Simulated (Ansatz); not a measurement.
Cost against result

Saddle point of Si2H6O3F2, closed shell (Si₂H₄O₂F₂ ([OH][Si]([F])([F])[O][SiH3]) + H₂O → SiH₂O₂F₂ ([OH][Si]([OH])([F])[F]) + SiH₄O ([OH][SiH3]); bonds formed: Si1–O8, O2–H7; bonds broken: Si1–O2, H7–O8), PBE0-D4/def2-TZVP structure:

| atom | x (Å) | y (Å) | z (Å) |
| --- | --- | --- | --- |
| Si1 | 0.0613 | 0.5555 | 1.1383 |
| O2 | 0.0138 | 0.0929 | -0.6927 |
| Si3 | -0.6225 | -1.2275 | -1.4607 |
| F4 | 0.5925 | 0.9773 | 2.5991 |
| F5 | -0.2543 | -0.9705 | 1.5063 |
| O6 | -1.1454 | 1.6314 | 1.0106 |
| H7 | 1.2431 | 0.4378 | -0.4802 |
| O8 | 1.6592 | 0.9497 | 0.4345 |
| H9 | -2.0480 | -1.3697 | -1.0772 |
| H10 | -0.5164 | -0.9870 | -2.9220 |
| H11 | 0.1264 | -2.4619 | -1.1164 |
| H12 | -1.5708 | 1.6587 | 0.1529 |
| H13 | 2.4610 | 0.7133 | 0.9077 |

Barriers are electronic and count from the start structure reached by relaxing down the imaginary mode.

Program: Ansatz 0.2.0. Basis: as named in each row. Cores are frozen in the correlated methods. B3LYP uses VWN-RPA correlation. Extrapolation: Hartree–Fock as exp(−7.88 √X), correlation as X^−2.97.

Times are rough, for one single point on 4 threads of a shared host (AMD EPYC 7R13), with one NVIDIA H100 (or a share of it) where marked.

The estimate by CCSD(T) at an estimated basis limit (MP2 extrapolated from triple and quadruple zeta, plus CCSD(T) − MP2 in triple zeta) is 1.414 eV.

```csv
method,basis,time (s),barrier (eV),method less estimate
SPW92,def2-SVP,under 1,0.465,-0.949
HF,STO-3G,under 1,1.025,-0.390
PBE-D4,STO-3G,2,-0.345,-1.759
PBE-D4,def2-SVP,2,0.880,-0.534
PBE-D4,def2-TZVPP,2 (H100),1.210,-0.205
B3LYP-D4,6-31G,3,0.685,-0.729
r2SCAN-D4,def2-TZVPP,3 (H100),1.243,-0.171
B3LYP-D4,def2-TZVPP,3 (H100),1.461,0.047
PBE0-D4,def2-SVP,3,0.996,-0.418
SPW92,def2-TZVPP,3 (H100),0.803,-0.611
PBE-QIDH,def2-TZVPP,3 (H100),1.350,-0.064
PBE0-D4,def2-TZVPP,3 (H100),1.305,-0.109
BLYP-D4,def2-TZVPP,3 (H100),1.413,-0.001
BHLYP-D4,def2-TZVPP,3 (H100),1.569,0.155
RPA on PBE,def2-TZVPP,3 (H100),1.409,-0.005
r2SCAN0-D4,def2-TZVPP,4 (H100),1.318,-0.096
CAM-B3LYP-D4,def2-TZVPP,4 (H100),1.403,-0.011
B97M-V,def2-TZVPP,4 (H100),1.410,-0.004
B2PLYP,def2-TZVPP,4 (H100),1.458,0.044
wB97M-V,def2-SVP,5,0.993,-0.421
wB97X-V,def2-TZVPP,5 (H100),1.353,-0.061
wB97M-V,def2-TZVPP,5 (H100),1.319,-0.095
MP2,def2-QZVPP,7 (H100),1.376,-0.038
CCSD(T),def2-TZVPP,13 (H100),1.414,-0.001
CCSD(T),def2-SVP,22,1.240,-0.175
```

All methods are single points on the PBE0-D4 structures; a negative value means that the method puts the saddle structure below the start.

No T1 diagnostic of these runs exceeds 0.012.

Labels in which every atom is bracketed show which atoms are joined, not bond orders.
